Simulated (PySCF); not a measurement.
C2H6Cl2Si2, SMILES [SiH3]/C=C/[SiH](Cl)Cl, singlet, PBE0/def2-SVP optimised geometry.

```
12

Si    -2.22    -0.56     0.00
C     -0.34    -0.56     0.00
C      0.41     0.55     0.01
Si     2.27     0.46     0.01
Cl     3.01     1.44    -1.65
Cl     3.02     1.40     1.69
H     -2.74    -1.27     1.21
H     -2.71     0.85     0.00
H     -2.74    -1.27    -1.21
H      0.16    -1.54    -0.01
H     -0.07     1.54     0.02
H      2.74    -0.94    -0.01
```

Density from PBE0/def2-TZVP run with PySCF at that geometry.

Minimum of the electron density along straight lines between bonded atoms, close to the bond critical point (lines longer than 1.1 times the sum of covalent radii, or with two minima, are not listed):

```tsv
bond	length / Å	ρ at the minimum / e bohr⁻³	∇²ρ there / e bohr⁻⁵	position (fraction from the first atom)
Si1–C2	1.880	0.118	0.21	0.39
C2–C3	1.345	0.339	-0.99	0.50
C3–Si4	1.855	0.128	0.20	0.61
Si4–Cl5	2.063	0.098	0.22	0.36
Si4–Cl6	2.063	0.098	0.22	0.36
Si1–H7	1.495	0.119	0.15	0.49
Si1–H8	1.493	0.119	0.16	0.49
Si1–H9	1.495	0.119	0.15	0.49
C2–H10	1.101	0.273	-0.93	0.65
C3–H11	1.099	0.274	-0.94	0.65
Si4–H12	1.484	0.126	0.12	0.49
```
